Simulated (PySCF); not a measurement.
## Electron correlation in Rh⁺ (rhodium, charge +1)

Starting occupation: [Kr] 4d7 5p1, 4d3/2 with m_j = +1/2, +3/2, 4d5/2 with m_j = -3/2, -1/2, +1/2, +3/2, +5/2, 5p3/2 with m_j = +3/2. Calculation: PySCF 2.14, in x2c-TZVPall-2c with one added diffuse shell each of s, p, d type (9s10p8d1f, 86 functions); X2C-1e with screened-nucleus spin-orbit coupling, Gaussian nucleus. Frozen: [Ar] 3d10; 16 electrons correlated; the 6 highest virtual spinors left out.

MP2 pair energies summed by pair of shells (mhartree):

```
 pair   energy  share (%)
4d-4p  -138.44       37.1
4d-4d  -120.84       32.4
4p-4p   -50.50       13.5
4p-4s   -22.06        5.9
4d-4s   -19.18        5.1
4d-5p   -14.09        3.8
4p-5p    -4.24        1.1
4s-4s    -3.65        1.0
4s-5p    -0.25        0.1
```

Total MP2 correlation energy: -373.26 mhartree.

The GHF reference relaxed away from the jj start to a determinant that is no pure jj level (⟨S²⟩ = 5.94, ⟨J²⟩ = 42.01); the energies belong to that determinant.

This basis was not built for core-valence correlation, so the inner-shell part is incomplete.
